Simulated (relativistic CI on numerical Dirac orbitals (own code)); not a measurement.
## Ions with 55 electrons, Cs I to Yb XVI

Method of calculation: Dirac-Coulomb-Breit CI, separate exchange-only KLI orbitals for each configuration, QED by a radiative potential, valence Slater integrals scaled by 0.9, P86 correlation energy added to each configuration (own radial code, finite nucleus).

Configuration list (outside the closed core [Kr] 4d10): 4f7.5s2, 5s2.5p6.6s, 4f.5s2.5p6, 4f9, 4f8.5s. The list is cut by size and lacks configurations that can hold low levels.

Energies above each ion's lowest level, in eV. Levels are followed by their leading LS label, which can pass from one level to another where the coupling changes. † marks energies above the tabulated ionisation limit.

| Ion | 4f7.5s2 8S°_7/2 | 4f7.5s2 6P°_3/2 | 4f7.5s2 6P°_5/2 | 4f7.5s2 6P°_7/2 | 4f7.5s2 6I°_7/2 |
| --- | --- | --- | --- | --- | --- |
| Cs I | 141.48† | 142.31† | 142.31† | 142.32† | 142.38† |
| Ba II | 148.97† | 150.2† | 150.2† | 150.21† | 150.3† |
| La III | 144.54† | 146.26† | 146.26† | 146.27† | 146.4† |
| Ce IV | 138.3† | 140.55† | 140.55† | 140.55† | 140.72† |
| Pr V | 123.18† | 125.96† | 125.95† | 125.95† | 126.16† |
| Nd VI | 100.49† | 103.77† | 103.76† | 103.75† | 104† |
| Pm VII | 71.347 | 75.084 | 75.065 | 75.045 | 75.335 |
| Sm VIII | 36.535 | 40.704 | 40.674 | 40.642 | 40.97 |
| Eu IX | 0 | 4.574 | 4.5292 | 4.4819 | 4.8515 |
| Gd X | 0 | 4.9558 | 4.8931 | 4.8265 | 5.2402 |
| Tb XI | 0 | 5.318 | 5.2336 | 5.1432 | 5.6046 |
| Dy XII | 0 | 5.6636 | 5.5532 | 5.4338 | 5.9467 |
| Ho XIII | 0 | 5.9945 | 5.8537 | 5.6991 | 6.2677 |
| Er XIV | 0 | 6.3119 | 6.1358 | 5.9387 | 6.5678 |
| Tm XV | 0 | 6.6142 | 6.3978 | 6.1494 | 6.8466 |
| Yb XVI | 0.081646 | 6.9535 | 6.6923 | 6.3812 | 7.1802 |

In the calculation the lowest level changes from 5s2.5p6.6s 2S_1/2 to 4f.5s2.5p6 2F°_5/2 at La III; from 4f.5s2.5p6 2F°_5/2 to 4f7.5s2 8S°_7/2 at Eu IX; from 4f7.5s2 8S°_7/2 to 4f8.5s 8F_13/2 at Yb XVI.

Between Z = 67 and 70 the energy of 4f7.5s2 6P°_3/2 follows a local power law Z^3.4. For orientation: electrostatic splittings inside a shell grow about linearly with the screened charge, excitations that change n as its square, and fine structure as its fourth power; written in Z itself the exponents are larger, since the screened charge grows faster in proportion.

For La III NIST ASD gives another ground level, 5p6 5d 2D3/2.

For Nd VI NIST ASD gives another ground level, 4f2 5s2 5p5 °.

For Pm VII NIST ASD gives another ground level, 4f3 5s2 5p4 °.

For Sm VIII NIST ASD gives another ground level, 4f4 5s2 5p3 °.

For Eu IX NIST ASD gives another ground level, 4f5 5s2 5p2 °.

For Gd X NIST ASD gives another ground level, 4f5 5s2 5p2 °.

For Tb XI NIST ASD gives another ground level, 4f6 5s2 5p °.

For Tm XV NIST ASD gives another ground level, 4f9 6H°15/2.

For Yb XVI NIST ASD gives another ground level, 4f9 6H°15/2.

The members near neutrality are the least accurate: they can be off by several eV, miss lower levels of configurations outside the list, or start from a wrong lowest level.
